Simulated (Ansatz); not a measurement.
Consider the cleavage of the Si–Si bond: `Cl[SiH2][SiH](Cl)Cl` + HBr → `Cl[SiH2]Br` + `Cl[SiH2]Cl`.

Calculated with Ansatz (gas phase, PBE0-D4/def2-TZVP geometries, no zero-point term in ΔE). CBS: MP2 limit from def2 TZ/QZ plus the TZ coupled-cluster correction, frozen cores. Functionals use def2-TZVPP. HSE06 is defined as in plane-wave codes. For Br outer-core shells are correlated without core-valence functions, which leaves a few kJ/mol of doubt a bond. Scalar relativity is left out up to krypton. Each species was taken in one conformer, which may not be the lowest.

`Cl[SiH2][SiH](Cl)Cl`:

Z-matrix (Å, degrees):
```
Si
Si 1 2.338
Cl 1 2.056 2 108.2
H 1 1.482 2 110.0 3 -119.0
H 1 1.484 2 110.6 3 118.9
Cl 2 2.052 1 107.6 3 -178.5
Cl 2 2.047 1 109.1 3 62.5
H 2 1.480 1 114.7 3 -58.5
```

HBr:

Z-matrix (Å, degrees):
```
Br
H 1 1.420
```

`Cl[SiH2]Br`:

Z-matrix (Å, degrees):
```
Si
Cl 1 2.041
Br 1 2.206 2 110.4
H 1 1.476 2 108.5 3 -118.6
H 1 1.476 2 108.5 3 118.6
```

`Cl[SiH2]Cl`:

```xyz
5

Cl   -1.654   -0.365    0.992
Si    0.126   -0.001    0.063
Cl   -0.182    0.387   -1.916
H     0.968   -1.207    0.178
H     0.743    1.187    0.683
```

(1) Is it downhill or uphill in electronic energy at CCSD(T)/CBS, and by how much? (An estimate is asked.)

(2) What do these levels give: B97M-V, HSE06-D4, MP2/def2-SVP, MP2/def2-TZVPP, HF/def2-QZVPP, SCS-MP2/def2-QZVPP? (An estimate is asked.)

Largest T1 diagnostic among the species: 0.010.

## Answers

(1) The calculation gave: Downhill: ΔE = -23.6 kcal/mol.

(2) The calculation gave: B97M-V -21.7, HSE06-D4 -21.0, MP2/def2-SVP -23.9, MP2/def2-TZVPP -25.1, HF/def2-QZVPP -27.7, SCS-MP2/def2-QZVPP -25.5 kcal/mol.

In def2-TZVPP, CCSD(T) changes the Hartree–Fock value by +4.7 kcal/mol (the triples alone add +0.6 kcal/mol) and MP2 by +2.4 kcal/mol. From r2SCAN to r2SCAN0 (25 % exact exchange), in def2-TZVPP and without D4, ΔE moves by −0.9 kcal/mol.
